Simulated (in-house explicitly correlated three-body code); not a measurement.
Computed with an exponentially correlated three-body code. Model: two electrons around a point charge, non-relativistic, variational in 260 exponentially correlated functions (energies converged to about 1e-7 hartree, or 1e-8 relative for large Z).

Command:
```bash
python run_hyl.py task.json out
```
Settings (lengths in bohr, energies in hartree):
```
Z                      10
screening              8
interaction_strength   1
functions              260
states_tried           1
```

Cost of the run: 20 s on 1 thread of Arm Neoverse N1, on a shared host.

**Ground state only, binding against the one-electron ion.**

Given: nuclear charge 10; Yukawa screening of all interactions 8 1/bohr.

Computed: one-electron threshold -4.47043045 hartree.

| term | energy (hartree) | binding (eV) |
| --- | --- | --- |
| 1 1S | -8.09823231 | 98.718 |

**Converged states only, values per electron or pair (inverse distances are <exp(-kr)/r>).**

```csv
term,mean r (bohr),mean r squared (bohr²),mean inverse r (1/bohr),mean r12 (bohr),mean inverse r12 (1/bohr),mean cosine,mean p1 dot p2 (bohr⁻²),delta r1 (bohr⁻³),delta r12 (bohr⁻³)
1 1S,0.2727,0.11323,2.5956,0.41088,0.77662,-0.0074586,0.29818,134.22,9.3462
```
